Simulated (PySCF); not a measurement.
Cartesian coordinates in Å; atom numbers follow the order of the lines, from 1:
```xyz
13

N     2.3595   -0.1202   -0.1181
Si    0.7650   -0.6652   -0.5179
C    -0.4672    0.4889    0.3342
C    -1.8834    0.3484   -0.1423
F    -2.2831   -0.9473   -0.0457
F    -2.7278    1.0852    0.6188
H     3.1307   -0.7751   -0.1819
H     2.6613    0.8049   -0.4048
H     0.6494   -2.0637   -0.0161
H     0.4207   -0.6651   -1.9821
H    -0.4436    0.2971    1.4195
H    -0.1466    1.5334    0.1864
H    -2.0215    0.6603   -1.1936
```

Geometry: PBE0-D3(BJ)/def2-SVP; GIAO absolute shieldings from PySCF 2.14, gas phase, non-relativistic, averaged over equivalent atoms.

At CAM-B3LYP/pcSseg-1 (144 basis functions, 14 s wall time on 1 thread of an Arm Neoverse V2, shared host):
```json
{"atoms": "N1", "σ (ppm)": "260.4"}
{"atoms": "Si2", "σ (ppm)": "378.7"}
{"atoms": "C4", "σ (ppm)": "61.6"}
{"atoms": "C3", "σ (ppm)": "157.3"}
{"atoms": "F5/F6", "σ (ppm)": "299.8"}
{"atoms": "H13", "σ (ppm)": "25.51"}
{"atoms": "H9/H10", "σ (ppm)": "26.68"}
{"atoms": "H11/H12", "σ (ppm)": "29.94"}
{"atoms": "H7/H8", "σ (ppm)": "31.38"}
```

Estimate the result of repeating the calculation with PBE0/6-311+G(2d,p).

Results:


| atoms | σ at PBE0/6-311+G(2d,p) | change |
| --- | --- | --- |
| N1 | 255.5 | -4.9 |
| Si2 | 377.0 | -1.7 |
| C4 | 69.6 | +8.0 |
| C3 | 162.4 | +5.1 |
| F5/F6 | 295.4 | -4.4 |
| H13 | 25.56 | +0.05 |
| H9/H10 | 26.45 | -0.23 |
| H11/H12 | 30.09 | +0.15 |
| H7/H8 | 31.75 | +0.37 |

The largest change is at C4 (sp3 CH bonded to 2 F). Cost: 212 basis functions, 24 s wall time on 1 thread of an Arm Neoverse V2, shared host.
